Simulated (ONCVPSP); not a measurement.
**F (Z = 9) ONCV: all-electron and pseudo phase curves**

F (Z = 9), optimised norm-conserving Vanderbilt (ONCV), made with ONCVPSP 4.0.1 (PBE, scalar-relativistic). Core [He], reference 2s2 2p3 (charge +2). Waves: 2s: rc 0.85 bohr, ncon 4, nbas 7, qcut 7.9 1/bohr, 2 projectors, debl 3.9 Ha; 2p: rc 1.60 bohr, ncon 3, nbas 7, qcut 6.8 1/bohr, 2 projectors, debl 1.5 Ha; d scattering state at 0.1 Ha: rc 1.40 bohr, ncon 3, nbas 6, qcut 7.9 1/bohr, 2 projectors, debl 1.6 Ha. Local part: polynomial inside 0.60 bohr (lpopt 1, dvloc0 6 Ha). Core correction: Teter function, fcfact 2.5, rcfact 1.3.

In the p channel the program set the typed energies aside and used -1.801, 0.250 Ha.

The phase is arctan(r·R′/R) of the radial function R(r), unwrapped; energies in Ha, scanned from -4 to 5 Ha. A pole is an energy at which the radial function vanishes at the test radius. The pseudo phase is shifted by a multiple of π to meet the all-electron one at the reference energy, and phase errors are pseudo minus all-electron; the curves can meet again beyond the range given. Levels narrower than the energy grid can be missing from the lists of poles.

| channel | radius (bohr) | reference energy (Ha) | poles, all-electron | poles, pseudo | unbroken range about the reference energy with phases within 0.05 rad | phase error 1 Ha above the reference energy (rad) |
| --- | --- | --- | --- | --- | --- | --- |
| s | 0.86 | -2.50 | 3.46 | 3.46 | the whole range | -0.000 |
| p | 1.63 | -1.80 | -1.48, 4.46 | -1.48, 4.51 | the whole range | -0.000 |
| d | 1.42 | 0.10 | 3.95 | 3.94 | the whole range | -0.000 |

Phases in the d channel:

```
E (Ha)  all-electron  pseudo
 -3.98         1.234   1.234
 -3.50         1.204   1.204
 -3.02         1.167   1.167
 -2.54         1.118   1.118
 -2.06         1.052   1.052
 -1.58         0.957   0.957
 -1.10         0.811   0.811
 -0.62         0.571   0.571
 -0.14         0.175   0.175
  0.34        -0.352  -0.352
  0.82        -0.796  -0.796
  1.30        -1.074  -1.074
  1.78        -1.243  -1.243
  2.26        -1.354  -1.354
  2.74        -1.433  -1.433
  3.22        -1.495  -1.495
  3.70        -1.546  -1.547
  4.18        -1.593  -1.594
  4.66        -1.639  -1.640
```
